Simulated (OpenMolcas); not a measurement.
# Ru4+: ligand-field states by method

Ru4+ with 6 ligands (fluoride) in octahedral coordination (Oh) at 1.93 Å. A charge of +0.333 e stands 2.6 Å behind each ligand. Ligand basis ANO-RCC-VDZP.
```
Ru    0.0000    0.0000    0.0000
F     1.9300    0.0000    0.0000
F     0.0000    1.9300    0.0000
F    -1.9300    0.0000    0.0000
F     0.0000   -1.9300    0.0000
F     0.0000    0.0000    1.9300
F     0.0000    0.0000   -1.9300
```

* Program: OpenMolcas 26.06
* Basis: ANO-RCC-VTZP [7s6p4d2f1g]
* Scalar Hamiltonian: DKH2, point nucleus
* Active space: 4 electrons in 5 orbitals (4d)
* State averaging: 2S+1 = 5 even, 5 roots; 2S+1 = 3 even, 45 roots; 2S+1 = 1 even, 50 roots
* Spin-orbit coupling: state interaction with AMFI integrals over the reference wave functions

I. CASSCF
II. SS-CASPT2, IPEA 0.25 Eh, imaginary shift 0.1 Eh (closed shells correlated: 4s 4p and the ligand valence shells)
III. SS-CASPT2, IPEA 0.25 Eh, real shift 0.3 Eh (closed shells correlated: 4s 4p and the ligand valence shells)

Spin-free states (labels of O, the rotations of Oh) in cm-1, each column counted from its own energy of the first state listed:

```
   State  Degeneracy      I     II    III
     3T1           3      0      0      0
      5E           2   8340  14430  14410
     1T2           3   9532   6590   6640
      1E           2  10769   7150   7240
     1A1           1  20593  15490  15660
      3E           2  24529  24920  25030
2S+1 = 3           3  26109  26180  26290
2S+1 = 3           3  26929  26850  26950
2S+1 = 3           1  28280  27590  27700
2S+1 = 3           1  29404  28920  29020
      3E           2  31105  29730  29840
```

From I to II, I's first state of the same spin (3E) moves from 24529 to 24920 cm-1, by about +390 cm-1.

From I to II, I's first state of another spin (5E) moves from 8340 to 14430 cm-1, by about +6100 cm-1. In II another state of that kind comes below it.

I: A least-squares ligand-field fit to the states below 45000 cm-1, each weighted by its degeneracy and with a free common offset, gives 10Dq = 27870 cm-1, B = 797 cm-1 and C = 3082 cm-1 (C/B = 3.87), with an rms deviation of 370 cm-1. The same method and metal basis give the free ion B = 952 cm-1 (fit to its terms below 60000 cm-1, rms deviation 30 cm-1), so the nephelauxetic ratio is β = 797 / 952 = 0.84; it hangs on how both fits weigh the states, and computed free-ion B values tend to be too large, so β mixes covalency with correlation.

χT at 300 K: I 1.04, II 1.00, III 1.00 cm3 K/mol.

Roots that are degenerate in the reference are averaged as groups; the widest CASPT2 spread within a group is 980 cm-1 (the 3-fold group of multiplicity 1 near 94600 cm-1 above the lowest state of its run, II). Shifts and gaps below about the spread of the groups concerned are not significant. Over all roots computed the reference weight is 0.66 to 0.69 in II, 0.71 to 0.73 in III; a low but even weight reflects the number of correlated electrons. An orbital triplet at a regular site is open to Jahn-Teller coupling, which can distort the site and quench the lowest spin-orbit gaps and is left out. This shell can be high or low spin here, a state of another spin lies low, and with metal d orbitals alone active their balance is uncertain, so the ground spin may be wrong, although the usual error favours high spin. The least metal-like active orbital is 76 % on the metal (Löwdin) and no ligand orbital is active, so the numbers are rough. Ligand-to-metal charge-transfer states are missing. With no ligand orbital active B as a rule stays too high, so bands that hang on it stand too high and its fall with covalency is understated. Without dynamic correlation the repulsion within the d shell is too large (B by tens of per cent), so at a given field states of lower spin stand too high (holds for I). With metal d orbitals alone the field can be off either way by tens of per cent (holds for I). With one d shell and no ligand orbital active, 10Dq can be off by a tenth or more (holds for II; III). No measured value stands beside these numbers; the geometry is a model, was not optimised and need not be the one that this ion takes.
